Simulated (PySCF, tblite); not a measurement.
C6H10FN.
Numbering: `[CH2:1]=[N:2][CH2:3][C@@H:4]1[CH2:5][CH2:6][C@@H:7]1[F:8]` (hydrogens: H9, H10 on C1; H11, H12 on C3; H13 on C4; H14, H15 on C5; H16, H17 on C6; H18 on C7)

Computed with GFN2-xTB (tblite), gas phase: nudged elastic band of 9 images (0 to 8), spring 0.2 eV/Å², climbing image at the end, force threshold 0.05 eV/Å. The top image wasn't refined or checked by frequencies; at this threshold it can lie a kcal/mol or more above the true saddle point of the method.

Path: rotation about C3–C4 (sp3 carbon bound to nitrogen, four-membered-ring carbon), followed by the dihedral N2–C3–C4–C7.

Image 0 (start, dihedral -59°):
```
atom  x, y, z in Å
C1      2.324    0.990   -0.478
N2      1.474    0.191   -0.924
C3      1.059   -0.934   -0.140
C4     -0.462   -0.956    0.023
C5     -1.235   -0.586   -1.258
C6     -1.513    0.809   -0.674
C7     -1.052    0.300    0.692
F8     -0.167    1.105    1.367
H9      2.614    1.829   -1.093
H10     2.803    0.902    0.504
H11     1.351   -1.833   -0.695
H12     1.536   -0.957    0.854
H13    -0.747   -1.895    0.500
H14    -2.135   -1.179   -1.395
H15    -0.638   -0.599   -2.164
H16    -0.826    1.557   -1.061
H17    -2.534    1.177   -0.730
H18    -1.861    0.086    1.397
```

Image 8 (end, +0.084 eV, dihedral 86°):
```
atom  x, y, z in Å
C1      3.084    0.155    0.542
N2      1.936    0.614    0.363
C3      1.048    0.002   -0.577
C4     -0.301   -0.278    0.085
C5     -1.282   -1.083   -0.792
C6     -2.151    0.172   -0.975
C7     -1.302    0.898    0.075
F8     -0.807    2.106   -0.343
H9      3.730    0.644    1.255
H10     3.493   -0.717    0.013
H11     0.905    0.715   -1.395
H12     1.455   -0.938   -0.991
H13    -0.127   -0.693    1.079
H14    -1.785   -1.879   -0.249
H15    -0.855   -1.490   -1.705
H16    -2.046    0.629   -1.956
H17    -3.207    0.068   -0.738
H18    -1.796    1.082    1.032
```

Task: What do the inner images look like?

Result: 
Image 1: +0.044 eV, dihedral -42°
```
atom  x, y, z in Å
C1      2.407    0.989   -0.290
N2      1.493    0.333   -0.833
C3      1.069   -0.904   -0.246
C4     -0.436   -0.904    0.033
C5     -1.307   -0.672   -1.216
C6     -1.593    0.761   -0.742
C7     -1.020    0.395    0.629
F8     -0.137    1.293    1.175
H9      2.704    1.931   -0.727
H10     2.935    0.673    0.618
H11     1.268   -1.695   -0.978
H12     1.620   -1.137    0.682
H13    -0.674   -1.800    0.610
H14    -2.192   -1.304   -1.236
H15    -0.779   -0.753   -2.161
H16    -0.963    1.490   -1.244
H17    -2.629    1.090   -0.754
H18    -1.774    0.218    1.403
```

Image 2: +0.145 eV, dihedral -25°
```
atom  x, y, z in Å
C1      2.517    0.961   -0.106
N2      1.549    0.464   -0.720
C3      1.083   -0.841   -0.356
C4     -0.402   -0.840    0.034
C5     -1.377   -0.755   -1.157
C6     -1.681    0.707   -0.801
C7     -1.015    0.481    0.557
F8     -0.174    1.472    0.993
H9      2.842    1.957   -0.362
H10     3.064    0.448    0.696
H11     1.192   -1.480   -1.240
H12     1.683   -1.279    0.461
H13    -0.572   -1.685    0.703
H14    -2.236   -1.413   -1.038
H15    -0.932   -0.918   -2.134
H16    -1.103    1.402   -1.404
H17    -2.725    1.008   -0.781
H18    -1.721    0.318    1.378
```

Image 3: +0.249 eV, dihedral -7°
```
atom  x, y, z in Å
C1      2.635    0.898    0.073
N2      1.621    0.573   -0.581
C3      1.091   -0.751   -0.459
C4     -0.369   -0.766    0.031
C5     -1.427   -0.834   -1.091
C6     -1.778    0.640   -0.850
C7     -1.027    0.564    0.479
F8     -0.238    1.637    0.792
H9      3.002    1.909   -0.012
H10     3.183    0.219    0.739
H11     1.117   -1.192   -1.462
H12     1.709   -1.382    0.205
H13    -0.464   -1.548    0.785
H14    -2.243   -1.513   -0.851
H15    -1.045   -1.072   -2.081
H16    -1.266    1.303   -1.542
H17    -2.832    0.901   -0.797
H18    -1.680    0.420    1.347
```

Image 4 (top): +0.303 eV, dihedral 13°
```
atom  x, y, z in Å
C1      2.752    0.799    0.237
N2      1.695    0.654   -0.410
C3      1.089   -0.633   -0.548
C4     -0.341   -0.682    0.031
C5     -1.449   -0.910   -1.021
C6     -1.872    0.560   -0.891
C7     -1.055    0.643    0.398
F8     -0.327    1.786    0.577
H9      3.166    1.792    0.322
H10     3.301   -0.018    0.725
H11     1.038   -0.829   -1.624
H12     1.694   -1.433   -0.084
H13    -0.353   -1.392    0.860
H14    -2.213   -1.605   -0.680
H15    -1.106   -1.216   -2.006
H16    -1.434    1.188   -1.662
H17    -2.936    0.770   -0.807
H18    -1.657    0.533    1.307
```

Image 5: +0.276 eV, dihedral 32°
```
atom  x, y, z in Å
C1      2.861    0.672    0.361
N2      1.750    0.698   -0.203
C3      1.072   -0.495   -0.596
C4     -0.324   -0.599    0.041
C5     -1.442   -0.976   -0.957
C6     -1.954    0.472   -0.924
C7     -1.098    0.713    0.320
F8     -0.427    1.901    0.352
H9      3.317    1.616    0.622
H10     3.421   -0.242    0.604
H11     0.962   -0.434   -1.683
H12     1.643   -1.411   -0.356
H13    -0.263   -1.238    0.924
H14    -2.155   -1.687   -0.546
H15    -1.104   -1.334   -1.926
H16    -1.586    1.066   -1.757
H17    -3.025    0.624   -0.815
H18    -1.656    0.659    1.262
```

Image 6: +0.185 eV, dihedral 50°
```
atom  x, y, z in Å
C1      2.948    0.522    0.452
N2      1.796    0.709    0.012
C3      1.050   -0.336   -0.614
C4     -0.314   -0.512    0.059
C5     -1.411   -1.032   -0.894
C6     -2.020    0.378   -0.953
C7     -1.150    0.775    0.243
F8     -0.521    1.981    0.122
H9      3.463    1.362    0.894
H10     3.487   -0.433    0.411
H11     0.892   -0.023   -1.651
H12     1.580   -1.306   -0.615
H13    -0.188   -1.081    0.982
H14    -2.071   -1.759   -0.427
H15    -1.055   -1.433   -1.841
H16    -1.721    0.931   -1.840
H17    -3.095    0.464   -0.819
H18    -1.679    0.799    1.201
```

Image 7: +0.109 eV, dihedral 69°
```
atom  x, y, z in Å
C1      3.019    0.348    0.500
N2      1.860    0.690    0.189
C3      1.033   -0.158   -0.612
C4     -0.305   -0.405    0.084
C5     -1.355   -1.071   -0.828
C6     -2.069    0.280   -0.982
C7     -1.225    0.831    0.172
F8     -0.653    2.050   -0.066
H9      3.614    1.028    1.092
H10     3.490   -0.599    0.203
H11     0.848    0.373   -1.551
H12     1.508   -1.131   -0.838
H13    -0.126   -0.899    1.040
H14    -1.956   -1.812   -0.308
H15    -0.965   -1.509   -1.745
H16    -1.826    0.785   -1.914
H17    -3.147    0.291   -0.840
H18    -1.753    0.916    1.127
```

The largest changes of bonds and angles from start to top: C3–C4 1.529 → 1.543 Å, C4–C7 1.541 → 1.550 Å, C7–F8 1.374 → 1.366 Å, C4–C5 1.541 → 1.545 Å, C3–C4–C7 114.6 → 119.2°, C4–C7–F8 116.4 → 120.1°, C7–C4–H13 114.3 → 111.8°. GFN2-xTB torsional profiles can miss by a kcal/mol or more and can put conformers in the wrong order.

Task: What do single points at PBE0/pcSseg-1 (PySCF, no dispersion term) give on some images?

Result: 
```csv
image,GFN2-xTB E (eV),DFT E (eV),HOMO (eV),LUMO (eV),dipole (D)
0,0.000,0.000,-7.18,-0.15,1.02
2,0.145,0.204,-7.11,-0.03,1.75
4,0.303,0.438,-6.84,0.04,2.28
6,0.185,0.258,-6.84,-0.07,2.53
8,0.084,0.091,-7.14,-0.12,2.61
```

Energies count from image 0 at each level. At the GFN2-xTB top the DFT energy is 10.1 kcal/mol against 7.0; the geometries weren't optimised at the DFT level.

What follows is the cost of the whole band run. Hardware: Arm Neoverse V2, one thread (shared host). Cost: 2.7 s wall, 0.18 GiB resident at most.
